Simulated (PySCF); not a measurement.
## Correlation energy of Zr (zirconium, neutral)

[Kr] 4d4, high-spin 5D determinant (an excited configuration). Calculation: PySCF 2.14, in def2-QZVPPD with the def2 core potential (28 electrons) (7s5p4d3f2g, 81 functions); scalar relativity through the core potential. Frozen: 4s2 4p6; 4 electrons correlated.

```json
{"level": "CCSD", "correlation energy (mhartree)": "-48.05"}
{"level": "(T)", "correlation energy (mhartree)": "-1.93"}
{"level": "CCSD(T)", "correlation energy (mhartree)": "-49.98"}
```

Diagnostics: T1 = 0.012, D1 = 0.0188, largest double amplitude 0.040.

Question: Is a single reference adequate?

Answer: Yes, within this model without spin-orbit coupling: T1 lies below 0.03 and no double amplitude reaches 0.07.
